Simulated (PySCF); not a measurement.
## Complete the spectrum of C2H9PSi3

Species: C2H9PSi3.
Cartesian coordinates in Å at the GFN2-xTB level; atoms count from 1:
```
atom  x, y, z in Å
C1     3.6880   -0.0390   -0.5023
C2     2.6395   -0.4224   -0.0548
Si3    1.0061   -1.0275    0.5638
P4    -0.5567   -0.3133   -0.8697
Si5   -2.4075   -0.9816    0.1618
Si6   -0.5825    1.8790   -0.5023
H7     4.6101    0.2966   -0.8833
H8     0.8068   -0.5183    1.9293
H9     0.9788   -2.4930    0.5428
H10   -2.4781   -0.5359    1.5570
H11   -3.5359   -0.4315   -0.5843
H12   -2.4042   -2.4422    0.1215
H13   -1.7333    2.4151   -1.2264
H14   -0.7104    2.2142    0.9195
H15    0.6747    2.4078   -1.0219
```

Method: TDDFT PBE0/def2-SVPD, vertical, gas phase, core orbitals frozen in the response (PySCF 2.14.0, density-fitted response routines).

Orbital energies (eV): HOMO-3 -8.76, HOMO-2 -8.40, HOMO-1 -8.18, HOMO -7.09, LUMO -0.56, LUMO+1 -0.30, LUMO+2 -0.09.

Lowest singlets, with some entries withheld (?).

```csv
state,λ (nm),f,"main configurations (H = HOMO, L = LUMO)"
S1,?,0.012,H→L (95%)
S2,?,0.0008,?
S3,216.2,?,"H→L+2 (71%), H→L+3 (14%)"
S4,206.3,0.013,?
S5,204.8,?,?
S6,201.4,0.042,"H→L+4 (68%), H→L+3 (18%)"
S7,198.9,?,"H-1→L (32%), H-2→L+1 (17%), H-2→L (17%)"
S8,197.5,0.041,"H-1→L+1 (40%), H-1→L (14%), H-2→L+1 (11%)"
```

Question: What stands in place of each question mark?

Answer: 
- S1: λ = 230.2 nm
- S2: λ = 220.9 nm; H→L+1 (79%), H→L+2 (13%)
- S3: f = 0.011
- S4: H-2→L (42%), H-1→L+1 (19%), H→L+3 (19%)
- S5: f = 0.028; H→L+3 (44%), H-2→L (18%), H→L+4 (8%)
- S7: f = 0.023

Question: Where do the lowest triplets lie (Tamm–Dancoff)?

Answer: T1 4.89 eV, H-1→L (38%), H-2→L+1 (20%), H→L (10%); T2 5.09 eV, H→L (70%); T3 5.31 eV, H→L+2 (35%), H→L+3 (28%), H→L+1 (14%). E(S1) − E(T1) = +0.49 eV.

Question: How far apart are S1 and S6, in eV and cm⁻¹?

Answer: 6.156 − 5.386 = 0.770 eV, or about 6210 cm⁻¹.

Question: What is the mean static polarisability from the same response equations?

Answer: 133.9 au (19.84 Å³), with principal values 104.8, 131.5 and 165.4 au.

One conformer stands for the species.
